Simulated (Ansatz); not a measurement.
`[NH2][Ga]([Cl])[O][SiH3]`, charge 0, multiplicity 1.

(1) Give a relaxed structure at PBE0-D4/def2-TZVP (Ansatz). (Estimate.)

Results:

(1) Computed: 
Z-matrix (Å, degrees):
```
Si
O 1 1.636
H 1 1.485 2 108.0
H 1 1.488 2 111.2 3 119.6
H 1 1.489 2 111.1 3 -119.6
Ga 2 1.767 1 136.9 3 179.6
Cl 6 2.131 2 118.2 1 -0.1
N 6 1.792 2 120.1 1 177.3
H 8 1.005 6 121.9 2 11.8
H 8 1.005 6 122.1 2 171.0
```
This is one stationary point; other conformers may exist.
